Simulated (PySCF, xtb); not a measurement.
triflate (CF3O3S), SMILES O=S(=O)([O-])C(F)(F)F, charge -1.

Harmonic wavenumbers (cm⁻¹) from xtb with GFN2-xTB at its own minimum, in rising order: 45, 111, 111, 271, 302, 302, 463, 463, 497, 497, 539, 657, 994, 1070, 1070, 1150, 1213, 1214.

What does PBE0-D3(BJ)/def2-SVPD (PySCF) give at its own minimum? (The exact figures need the calculation; the answer reports its results.)

61, 188, 188, 293, 334, 334, 499, 499, 565, 565, 621, 761, 1015, 1171, 1171, 1224, 1258, 1258. Paired by order, the mean absolute difference is 58 cm⁻¹ and the zero-point energies are 15.7 and 17.2 kcal/mol.
